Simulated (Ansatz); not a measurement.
`CO[SiH]1OC1=N`, charge 0, multiplicity 1.

Question: Give a relaxed structure at PBE0-D4/def2-TZVP (Ansatz 0.2.0). (Estimate.)

Answer: The calculation gave: 
Cartesian coordinates in Å:
```
C 0.438 -0.972 -1.564
O 1.177 -0.894 -0.353
Si 0.764 -0.029 0.941
O 0.219 1.551 0.756
C -0.841 0.715 1.198
N -2.038 0.966 1.428
H 0.637 -1.943 -2.016
H 0.760 -0.183 -2.247
H -0.636 -0.873 -1.384
H 1.775 -0.292 1.973
H -2.253 1.953 1.269
```
This is one stationary point; other conformers may exist.
